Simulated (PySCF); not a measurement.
Species: C7H8N (doublet state).
Z-matrix (Å and degrees, GFN2-xTB geometry), rows numbered from 1:
```
N 
C   1  1.3681
C   2  1.5590  1  117.52
C   3  1.3219  2  107.98  1   164.94
C   4  1.5157  3  107.49  2    -1.15
C   5  1.5244  4  105.61  3    66.28
C   6  1.3241  5  107.75  4   -65.84
C   5  1.5315  4   98.79  3   -36.01
H   1  1.0181  2  111.57  3   -58.38
H   3  1.0727  2  121.18  1   -17.90
H   4  1.0744  3  128.04  2   175.82
H   5  1.0867  4  116.62  3  -163.15
H   6  1.0732  5  123.25  4   112.16
H   7  1.0717  2  121.97  1    17.21
H   8  1.0887  2  111.02  1    61.82
H   8  1.0890  2  112.60  1   -62.67
```

The hyperfine couplings belong to this conformer and change with its torsions.

Identity: `[NH][C@]12C=C[C@H](C=C1)C2` [radical].

Computed with PySCF 2.14.0, UKS B3LYP, pcH-1 on C H N, non-relativistic, mean-field spin-orbit, GIAO. Geometry: GFN2-xTB, one conformer, isolated molecule. GFN2-xTB frequencies show an imaginary mode (38i cm⁻¹), so this geometry is no minimum at that level. The geometry wasn't refined by DFT: couplings that depend on bond lengths, twists or pyramidal angles can differ widely from those at the functional's own minimum. Stability of the SCF solution: not tested.

(1) Where do the isotropic ENDOR lines of N1, H9, H12, H11/H13, H15/H16 and H10/H14 fall at 347.9 mT, to first order?

(2) Which pairs are centred on the nuclear Larmor frequency, and which on half the coupling?

Results:

(1) ν± = |νn ± a/2|, one line for each electron-spin manifold; νn = |g_N| × 7.62259 MHz/T × B.

```csv
nuclei,isotope,g_N,νn (MHz),a_iso (MHz),lower line (MHz),upper line (MHz)
N1,14N,0.4038,1.07,29.64,13.75,15.89
H9,1H,5.5857,14.81,-56.23,13.30,42.93
H12,1H,5.5857,14.81,10.84,9.39,20.23
H11/H13,1H,5.5857,14.81,5.77,11.93,17.70
H15/H16,1H,5.5857,14.81,-5.49,12.07,17.56
H10/H14,1H,5.5857,14.81,-2.52,13.55,16.07
```

(2) Centred on νn, since |a| < 2νn: H12, H11/H13, H15/H16 and H10/H14. Centred on |a|/2 and split by 2νn: N1 and H9.

Nuclei that the bonding pattern makes equivalent are averaged, as if the motion that swaps them (rotation, inversion, ring flip) were fast. The 1H value of +5.8 MHz is a mean of couplings from -0.1 to 11.6 MHz in this one geometry, not an average over conformers.

Largest spin populations (Mulliken): N1 (+0.93), C3 (+0.09), C8 (+0.08) and C2 (-0.08). No atom but N1 exceeds +0.15. The positive populations add up to 1.11 and the negative ones to -0.11, together 2S = 1.
